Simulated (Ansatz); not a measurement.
The lowest singlet and triplet of FHSi (SMILES F[SiH]); geometries from B3LYP-D3(BJ)/def2-TZVP, each state relaxed from the structure named, with no frequency check.
Singlet (charge 0, multiplicity 1):
```xyz
3

F      0.844    -0.575     0.000
Si    -0.435     0.419     0.000
H     -1.509    -0.682     0.000
```

```
level                                       gap E(singlet) − E(triplet), vertical, at the singlet's geometry (kcal/mol)  cost
------------------------------------------  ---------------------------------------------------------------------------  ----
R-SVWN5/def2-TZVPP                                                                                               -40.42  ×0.6
U-B3LYP/def2-TZVPP                                                                                               -42.02    ×2
R-PBE0/def2-TZVPP                                                                                                -36.95    ×1
U-PBE0/def2-TZVPP                                                                                                -36.95    ×2
R-wB97X-V/def2-TZVPP                                                                                             -43.49    ×2
U-wB97X-V/def2-TZVPP                                                                                             -43.49    ×5
U-MP2/cc-pV(D+d)Z (spin-contaminated)                                                                            -36.55     -
R-SCS-MP2/cc-pV(Q+d)Z                                                                                            -44.95     -
R-CCSD/cc-pV(D+d)Z                                                                                               -42.90     -
R-CCSD/cc-pV(T+d)Z                                                                                               -42.70     -
U-CCSD/cc-pV(Q+d)Z (spin-contaminated)                                                                           -42.25     -
R-CCSD(T)/cc-pV(D+d)Z                                                                                            -43.23    ×1
R-CCSDT/cc-pV(D+d)Z                                                                                              -43.15     -
SA-CASSCF(2,2)/cc-pV(D+d)Z                                                                                       -38.82     -
SA-CASSCF(2,2)/cc-pV(T+d)Z                                                                                       -38.62     -
SC-NEVPT2 on SA-CASSCF(2,2)/cc-pV(D+d)Z                                                                          -43.30     -
SC-NEVPT2 on SA-CASSCF(2,2)/cc-pV(Q+d)Z                                                                          -44.24     -
FIC-MRCISD+Q on SA-CASSCF(2,2)/cc-pV(D+d)Z                                                                       -43.15     -
FIC-MRCISD+Q on SA-CASSCF(2,2)/cc-pV(T+d)Z                                                                       -43.42     -
FIC-MRCISD+Q on SA-CASSCF(2,2)/cc-pV(Q+d)Z                                                                       -43.33     -
```

The rows run from -44.95 (R-SCS-MP2/cc-pV(Q+d)Z) to -36.55 kcal/mol (U-MP2/cc-pV(D+d)Z (spin-contaminated)). The 3 U-functionals in def2-TZVPP without D3 or D4 span 6.54, from U-wB97X-V to U-PBE0.

A positive gap puts the triplet lower; no zero-point energy. R- takes a restricted singlet. U- takes an unrestricted singlet (broken symmetry where lower, unprojected). The triplet is unrestricted in single-reference levels. Active spaces average the two states.

Cores are frozen in the correlated methods.

Doubts at one or more of the structures used: a restricted determinant that unrestricted orbitals would lower (R-SCS-MP2/cc-pV(Q+d)Z, R-CCSD/cc-pV(D+d)Z, R-CCSD/cc-pV(T+d)Z, R-CCSD(T)/cc-pV(D+d)Z, R-CCSDT/cc-pV(D+d)Z); T1 above 0.05 (U-CCSD/cc-pV(Q+d)Z (spin-contaminated)).

Codes used: Ansatz (Gaussian orbitals). 

Costs are rough ratios of core time to R-PBE/def2-TZVPP (about 1.6 s over the structures, on one shared machine); a dash marks a level with no comparable run of its own.

Ansatz is an electronic-structure program.
